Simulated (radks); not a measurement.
The numbers below are computed, except where a source is named.
Task: Neutral rhenium, [Xe] 4f14 5d5 6s2. Code: a radial shooting solver on a logarithmic mesh with Libxc functionals. Model: non-relativistic Kohn-Sham, LDA (Slater exchange, Perdew-Wang correlation), spin-polarised, spherical densities, point nucleus. Every spin shell is full or empty, so the densities are truly spherical. Functionals are evaluated on that one density, not self-consistently. Rank these orbital-free kinetic functionals by their error against the exact value of the orbitals, and give that value: Thomas-Fermi, TF + vW, TF + vW/9, LC94, APBEK, revAPBEK, Perdew 92, Thakkar, Pearson, PG1, Ernzerhof.

Result: Exact: 15774.7 hartree. From best to worst, with 100 (|E| - |E exact|)/|E exact| (equal figures are ties): APBEK +0.01, LC94 -0.02, revAPBEK +0.15, Ernzerhof -0.51, Perdew 92 -0.72, TF + vW/9 -0.73, Thakkar -0.80, Pearson -0.89, Thomas-Fermi -4.75, PG1 +12.68, TF + vW +31.43.
